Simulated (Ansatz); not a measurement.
Input for Ansatz (an electronic-structure program): R-r2SCAN/def2-TZVPPD on HF (SMILES F). The basis file is the Basis Set Exchange's JSON of that set.

Ansatz 0.2 input:
```yaml
crystal:
  periodic: [false, false, false]
  atoms:
    - {symbol: F, position_ang: [-0.00000000, 0.00000000, 0.46235791]}
    - {symbol: H, position_ang: [0.00000000, -0.00000000, -0.46235791]}
basis:
  gaussian:
    orbitals: def2-TZVPPD.json
hamiltonian:
  xc: {name: r2SCAN}
scf: {lower_state_search: off}
```

**Question.** What total energy does the run end on?

**Answer.** -100.4487 hartree.
